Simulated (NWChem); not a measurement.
# C2H6OSi2; SMILES [SiH2]1O[SiH2]C=C1

```xyz
11

C      0.6747     0.0000     1.3781
C     -0.6747     0.0000     1.3781
Si    -1.4163     0.0000    -0.3510
O      0.0000     0.0000    -1.2496
Si     1.4163     0.0000    -0.3510
H      1.2420     0.0000     2.3179
H     -1.2420     0.0000     2.3179
H     -2.2375    -1.2120    -0.6433
H     -2.2375     1.2120    -0.6433
H      2.2375    -1.2120    -0.6433
H      2.2375     1.2120    -0.6433
```
Atoms are numbered in this order, from 1.

Level: PBE0/def2-SVP (NWChem), optimised geometry, unscaled harmonic frequencies. 

List the harmonic frequencies with IR intensities, and the thermochemistry.


```
frequency (cm⁻¹)  IR intensity (km/mol)
----------------  ---------------------
154                                 1.0
269                                 0.0
425                                 6.6
478                                23.6
512                                 3.2
656                                 0.0
677                                 3.3
692                                 0.0
693                                75.8
703                                 7.1
715                                 0.0
769                               137.6
822                                53.6
941                               370.1
970                               466.9
976                                 4.9
992                                 2.2
1029                                0.0
1085                                4.9
1295                               10.4
1600                                0.9
2235                                0.0
2238                              244.4
2238                              290.3
2247                               27.7
3158                                3.6
3177                                7.6
```

```
Quantity                                                                           Result
-----------------------------------------------------------------------  ----------------
zero-point energy                                                           45.4 kcal/mol
thermal correction to the enthalpy at 298.15 K (with zero-point energy)     49.6 kcal/mol
heat capacity Cv                                                         22.4 cal/(mol K)
entropy at 298.15 K and 1 atm (symmetry number 2)                        74.3 cal/(mol K)
dipole moment                                                                      1.66 D
```

Rigid rotor and harmonic oscillator.
